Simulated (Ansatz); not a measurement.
C$_{3}$H$_{4}$BFO, SMILES `FB1C=COC1`, 10 atoms. Charge 0, multiplicity 1. All runs use 4 threads of an Intel Xeon Platinum 8488C on a shared host. Correlated methods freeze the cores.

(1) Give the basis size and wall time and peak host memory of each of these runs in Ansatz. RHF-CCSD(T)/def2-TZVPP energy; RKS PBE0-D4/def2-QZVPP energy; RHF-MP2/def2-QZVPP energy; RKS PBE-D4/def2-TZVPP energy and forces; RKS ωB97M-V/def2-SVP energy; RHF-CCSD(T)/def2-SVP energy; RKS PBE0-D4/def2-TZVP relaxation (5 steps); RKS B97M-V/def2-TZVPP energy; RKS r2SCAN-D4/def2-TZVPP energy and forces; RKS ωB97M-V/def2-QZVPP energy; RKS PBE0-D4/def2-SVP energy; RKS SPW92 (LDA)/def2-TZVPP energy. (Best estimate.)

## Answers

(1) The calculation gave: Other jobs shared the machine, so times are rough.

```tsv
level	job	functions	wall time	peak host memory (GiB)
RKS PBE0-D4/def2-SVP	energy	104	0.95 s	0.5
RKS SPW92 (LDA)/def2-TZVPP	energy	242	1.1 s	0.29
RKS PBE-D4/def2-TZVPP	energy and forces	242	2.3 s	0.3
RKS r2SCAN-D4/def2-TZVPP	energy and forces	242	3 s	0.33
RKS ωB97M-V/def2-SVP	energy	104	3 s	0.5
RHF-CCSD(T)/def2-SVP	energy	104	5.5 s	0.53
RKS B97M-V/def2-TZVPP	energy	242	5.5 s	0.38
RKS PBE0-D4/def2-QZVPP	energy	462	12 s	1.4
RKS PBE0-D4/def2-TZVP	relaxation (5 steps)	210	18 s	0.52
RKS ωB97M-V/def2-QZVPP	energy	462	21 s	1.8
RHF-MP2/def2-QZVPP	energy	462	22 s	2.9
RHF-CCSD(T)/def2-TZVPP	energy	242	100 s	5.2
```
